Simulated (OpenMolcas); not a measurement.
## Zr2+: the spin-orbit constant, Racah parameters, worked from levels

* Program: OpenMolcas
* Basis: ANO-R2 [7s5p4d2f1g]
* Scalar Hamiltonian: X2C, finite nucleus
* Active space: 8 electrons in 8 orbitals (RAS1 4p, at most 2 holes; RAS2 4d)
* State averaging: 2S+1 = 3 even, 10 roots; 2S+1 = 1 even, 15 roots
* Spin-orbit coupling: state interaction with AMFI integrals over the reference wave functions, term energies averaged over their components

Methods: RASSCF; SS-RASPT2, IPEA 0.25 Eh, imaginary shift 0.1 Eh (closed shells correlated: 4s). Measured levels: Moore, Atomic Energy Levels, vol. II, NSRDS-NBS 35 (1971 reprint of NBS Circular 467, 1952); NIST levels as listed in Rynkun, Gaigalas and Jonsson, Astron. Astrophys. 637, A10 (2020).

**The spin-orbit constant.** For the Hund term 3F of d2, E(J) = (A/2) J(J+1) + constant and ζ = 2S·A = 2A. From J = 2 to J = 4 the energy changes by 7 A.

| Source | E(4) - E(2) | A | ζ |
| --- | --- | --- | --- |
| RASSCF | 1694.3 | 242.0 | 484 |
| SS-RASPT2 | 1711.2 | 244.5 | 489 |
| measured | 1486.4 | 212.3 | 425 |

All in cm-1. SS-RASPT2 is off by +15.1 % and RASSCF by +14.0 %. Both methods take the spin-orbit matrix elements from the reference wave functions, so the second can move ζ only through the term energies and any multistate remixing. Second-order mixing with other terms is absorbed into this ζ.

**Racah parameters.** Above 3F, d2 has 3P at 15B, 1G at 12B + 2C and 1D at 5B + 2C. The first two fix B and C, and the third tests them; where it misses by thousands of cm-1, two parameters do not describe the configuration (Trees and configuration-interaction terms are left out) and B and C hang on the terms chosen. Term energies are centres of gravity, weighted by 2J + 1.

```
   Source    3P     1G    B     C   C/B  1D from B, C  1D found
   RASSCF  9411  13249  627  2860  4.56          8855      7566
SS-RASPT2  7799  10098  520  1929  3.71          6458      5254
 measured  7717  10185  514  2006  3.90          6582      4878
```

Energies in cm-1. From RASSCF to SS-RASPT2, B changes by -17.1 % and C by -32.6 %. Against the measured terms, SS-RASPT2 has B off by +1.2 % and C by -3.8 %.

Term energies are means over components that CASPT2 splits; among the terms shown or strongly mixed into the levels shown the widest spread is 280 cm-1 (4d2 1G, SS-RASPT2). Active for correlation alone: 4p; no level in the range computed is led by a configuration that opens it, so any true level of that kind is missing. Without dynamic correlation excited terms often stand tens of per cent too high (terms of higher spin than the ground term too low), and those without a measured partner can miss by more than the paired ones (holds for RASSCF). Some levels mix across a computed gap that differs much from the measured one, so their mixing is not that of the real levels (holds for RASSCF). Measured partners are found by configuration, term and J. A level has none where our copy of the source lacks it or the pairing is in doubt (some pairs that miss far off the trend of their configuration count as doubtful), and it then counts in no deviation. Levels of configurations outside the active space are missing.
